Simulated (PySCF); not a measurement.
## Calculated properties of `CSc1ccsc1`

Species: C₅H₆S₂.
Numbering: `[CH3:1][S:2][c:3]1[cH:4][cH:5][s:6][cH:7]1` (hydrogens: H8, H9, H10 on C1; H11 on C4; H12 on C5; H13 on C7)

Structural features include: aromatic ring with sulfur and sulfide.

GFN2-xTB geometry:

| Property | Result |
| --- | --- |
| Point group of the GFN2-xTB geometry | Cs |
| Rotational constants A, B, C of the GFN2-xTB geometry | 4.675, 1.152, 0.930 GHz |

From PBE0/pcSseg-1 ground state and GIAO shieldings, non-relativistic (PySCF):

| Item | Value |
| --- | --- |
| Dipole moment | 1.02 D |
| HOMO energy | -6.04 eV |
| LUMO energy | -0.41 eV |
| HOMO–LUMO gap | 5.63 eV |
| Lowest Hirshfeld atomic charge | -0.11 e on C1/C7 |
| Highest Hirshfeld atomic charge | +0.10 e on S6 |
| 13C chemical shifts (computed TMS as zero) by class | 142.8 (C3), 135.1 (C5), 129.8 (C4), 117.5 (C7), 19.7 (C1) ppm |
| 1H chemical shifts (computed TMS as zero) by class | 7.23 (H12), 6.96 (H11), 6.10 (H13), 2.44 (H8/H9/H10) ppm |
| Isotropic shieldings of nuclei other than C and H, by class | 274 (S6), 492 (S2) ppm |
| Mayer bond orders between heavy atoms | C1–S2 1.01, S2–C3 1.05, C3–C4 1.21, C4–C5 1.60, C5–S6 1.18, S6–C7 1.15, C7–C3 1.51 |

Monoisotopic mass (most abundant isotopes): 129.9911 u.

In atomic units the dipole is 0.40 e·bohr (1 au = 2.5417 D). The rotational constants make it an asymmetric top with κ = (2B − A − C)/(A − C) = -0.88, nearer the prolate limit (−1). With B = h/(8π²I), that is 505.379 GHz u Å² over I, the principal moments of inertia are 108.1, 438.6 and 543.5 u Å² (most abundant isotopes).

Isolated species at its GFN2-xTB geometry (one conformer only). NMR classes are plain means over equivalent atoms (diastereotopic ones count apart unless rotation or inversion swaps them), as if these changed places fast; in this geometry the members of some classes differ.

For the NMR shielding job (PBE0/pcSseg-1), rough CPU time on one thread of a shared machine: about 17 s.

Shape of the structure used: `[CH3:1][S:2][c:3]1[cH:4][cH:5][s:6][cH:7]1`: C1–S2–C3–C4 -179°.
